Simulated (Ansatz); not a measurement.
A first, cheap relaxation of `[SiH3][O][Mg][SH]`.

```yaml
crystal:
  periodic: [false, false, false]
  atoms:
    - {symbol: Si, position_ang: [0.355700, 1.467500, -0.400300]}
    - {symbol: O, position_ang: [1.470900, 0.532800, 0.378200]}
    - {symbol: Mg, position_ang: [0.521100, -1.220200, 0.623500]}
    - {symbol: S, position_ang: [-0.497600, -3.348300, 0.945600]}
    - {symbol: H, position_ang: [-0.063100, 0.882400, -1.708700]}
    - {symbol: H, position_ang: [-0.886500, 1.648600, 0.436900]}
    - {symbol: H, position_ang: [0.898200, 2.849700, -0.656600]}
    - {symbol: H, position_ang: [-1.706500, -2.869700, 0.325500]}
basis:
  gaussian: {orbitals: def2-SVP}
hamiltonian: {xc: pbe, dispersion: d4}
relax: {f_tol: 0.03, max_steps: 200}
```

```sh
$ ansatz run in.yaml --threads 2 --pin off --events-out ev --progress --plain
```

It prints (some lines left out):

```
Functional definition: PBE
mean field -26248.37877739 eV, -964.6101282790 hartree, gradient 2.8e-5 eV, S^2 0.000000; 0 other end points of the search recorded, 0 dependent functions left out
relax step   1: F+E_penalty+E_count = -26248.52505466 eV  Δ(F+E_penalty+E_count) = +0.000e0 eV  max|allowed force component| = 1.986e0 eV/Å  Δτ_max = 0.0000 Å  (27 SCF iters, accepted)
mean field -26248.64925822 eV, -964.6200682660 hartree, gradient 5.2e-6 eV, S^2 0.000000; 0 other end points of the search recorded, 0 dependent functions left out
relax step   2: F+E_penalty+E_count = -26248.79552413 eV  Δ(F+E_penalty+E_count) = -2.705e-1 eV  max|allowed force component| = 7.849e-1 eV/Å  Δτ_max = 0.1442 Å  (28 SCF iters, accepted)
mean field -26248.75564577 eV, -964.6239779363 hartree, gradient 2.3e-5 eV, S^2 0.000000; 0 other end points of the search recorded, 0 dependent functions left out
relax step   3: F+E_penalty+E_count = -26248.90236256 eV  Δ(F+E_penalty+E_count) = -1.068e-1 eV  max|allowed force component| = 9.045e-1 eV/Å  Δτ_max = 0.1634 Å  (27 SCF iters, accepted)
mean field -26248.86023537 eV, -964.6278215333 hartree, gradient 9.2e-6 eV, S^2 0.000000; 0 other end points of the search recorded, 0 dependent functions left out
relax step   4: F+E_penalty+E_count = -26249.00388347 eV  Δ(F+E_penalty+E_count) = -1.015e-1 eV  max|allowed force component| = 7.492e-1 eV/Å  Δτ_max = 0.2000 Å  (28 SCF iters, accepted)
mean field -26248.90675947 eV, -964.6295312624 hartree, gradient 7.4e-6 eV, S^2 0.000000; 0 other end points of the search recorded, 0 dependent functions left out
relax step   5: F+E_penalty+E_count = -26249.04851733 eV  Δ(F+E_penalty+E_count) = -4.463e-2 eV  max|allowed force component| = 3.896e-1 eV/Å  Δτ_max = 0.1934 Å  (28 SCF iters, accepted)
mean field -26248.95536579 eV, -964.6313175117 hartree, gradient 7.1e-6 eV, S^2 0.000000; 0 other end points of the search recorded, 0 dependent functions left out
relax step   6: F+E_penalty+E_count = -26249.09656302 eV  Δ(F+E_penalty+E_count) = -4.805e-2 eV  max|allowed force component| = 1.611e-1 eV/Å  Δτ_max = 0.2000 Å  (28 SCF iters, accepted)
mean field -26248.98346618 eV, -964.6323501821 hartree, gradient 9.0e-6 eV, S^2 0.000000; 0 other end points of the search recorded, 0 dependent functions left out
relax step   7: F+E_penalty+E_count = -26249.12417202 eV  Δ(F+E_penalty+E_count) = -2.761e-2 eV  max|allowed force component| = 8.162e-2 eV/Å  Δτ_max = 0.1999 Å  (28 SCF iters, accepted)
mean field -26248.98940995 eV, -964.6325686115 hartree, gradient 2.2e-5 eV, S^2 0.000000; 0 other end points of the search recorded, 0 dependent functions left out
relax step   8: F+E_penalty+E_count = -26249.12949024 eV  Δ(F+E_penalty+E_count) = -5.318e-3 eV  max|allowed force component| = 3.766e-1 eV/Å  Δτ_max = 0.1970 Å  (27 SCF iters, accepted)
mean field -26248.99941449 eV, -964.6329362718 hartree, gradient 1.6e-5 eV, S^2 0.000000; 0 other end points of the search recorded, 0 dependent functions left out
relax step   9: F+E_penalty+E_count = -26249.13970082 eV  Δ(F+E_penalty+E_count) = -1.021e-2 eV  max|allowed force component| = 1.235e-1 eV/Å  Δτ_max = 0.1022 Å  (27 SCF iters, accepted)
mean field -26249.00069385 eV, -964.6329832874 hartree, gradient 1.7e-5 eV, S^2 0.000000; 0 other end points of the search recorded, 0 dependent functions left out
relax step  10: F+E_penalty+E_count = -26249.14101137 eV  Δ(F+E_penalty+E_count) = -1.311e-3 eV  max|allowed force component| = 1.697e-2 eV/Å  Δτ_max = 0.0473 Å  (26 SCF iters, accepted)
mean field -26249.00095527 eV, -964.6329928943 hartree, gradient 1.8e-5 eV, S^2 0.000000; 0 other end points of the search recorded, 0 dependent functions left out
relax step  11: F+E_penalty+E_count = -26249.14121920 eV  Δ(F+E_penalty+E_count) = -2.078e-4 eV  max|allowed force component| = 5.904e-2 eV/Å  Δτ_max = 0.0515 Å  (26 SCF iters, accepted)
mean field -26249.00090160 eV, -964.6329909221 hartree, gradient 1.6e-5 eV, S^2 0.000000; 0 other end points of the search recorded, 0 dependent functions left out
relax step  12: F+E_penalty+E_count = -26249.14119030 eV  Δ(F+E_penalty+E_count) = +2.890e-5 eV  max|allowed force component| = 4.391e-2 eV/Å  Δτ_max = 0.0142 Å  (28 SCF iters, rejected (line search))
mean field -26249.00110975 eV, -964.6329985714 hartree, gradient 2.4e-5 eV, S^2 0.000000; 0 other end points of the search recorded, 0 dependent functions left out
relax step  13: F+E_penalty+E_count = -26249.14139913 eV  Δ(F+E_penalty+E_count) = -1.799e-4 eV  max|allowed force component| = 7.205e-4 eV/Å  Δτ_max = 0.0063 Å  (21 SCF iters, accepted)
mean field -26249.00110975 eV, -964.6329985714 hartree, gradient 2.4e-5 eV, S^2 0.000000; 1 other end points of the search recorded, 0 dependent functions left out
Total energy: -26249.14144378 eV, -964.6381557517 hartree
Atom 0 at     0.262509     1.791690    -0.536793 Å, force    -0.000050     0.000083    -0.000165 eV/Å
Atom 1 at     0.176294     0.222116    -0.024826 Å, force    -0.000489    -0.000302     0.000066 eV/Å
Atom 2 at     0.080598    -1.494100     0.535331 Å, force    -0.000141    -0.000540     0.000109 eV/Å
Atom 3 at    -0.007380    -3.685315     1.263496 Å, force     0.000256     0.000720    -0.000183 eV/Å
Atom 4 at     0.051817     1.894526    -2.029298 Å, force     0.000222    -0.000279    -0.000119 eV/Å
Atom 5 at    -0.789230     2.645661     0.131888 Å, force     0.000068    -0.000104     0.000357 eV/Å
Atom 6 at     1.610305     2.397538    -0.222866 Å, force    -0.000061    -0.000229     0.000084 eV/Å
Atom 7 at    -1.292713    -3.829317     0.827168 Å, force     0.000195     0.000651    -0.000150 eV/Å
Dipole moment:    -0.154580    -0.135682    -0.011374 e Å
```

It took 23 s on 2 threads of a server CPU on a shared host, with 0.17 GiB of host memory at the peak.
